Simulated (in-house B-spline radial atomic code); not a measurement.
Ionisation energies along the 54-electron series, configuration 1s2 2s2 2p6 3s2 3p6 3d10 4s2 4p6 4d10 4f5/2(6) 5s2, as differences of self-consistent energies. Dirac energy differences include first-order Breit, QED and recoil terms. NIST's values go from ground level to ground level; the uncertainty of those that are theory runs from under 0.1 % in few-electron ions to several per cent in heavy many-electron ones. Computed with a B-spline radial code for spherical atoms: Dirac-Hartree-Fock, jj configuration that fills j = l - 1/2 first, finite nuclei.

A number in brackets counts the electrons of a j subshell.

```
  ion     configuration after  ionisation energy (eV)  IE/(q+1)² (eV)  -ε less Coulomb ΔSCF (eV)  Breit and QED recoil part (eV)  tabulated value (eV)    tabulated kind  computed minus tabulated (eV)
Tb11+  [Kr] 4d10 4f5/2(5) 5s2                  205.68          1.4284                      2.884                        0.079887                   216  tabulated theory                         -10.32
Dy12+  [Kr] 4d10 4f5/2(6) 5s1                  245.48          1.4526                          -                         -0.2914                   259  tabulated theory                         -13.52
Ho13+  [Kr] 4d10 4f5/2(6) 5s1                  273.71          1.3965                    0.35433                         -0.3256                   284  tabulated theory                         -10.29
```
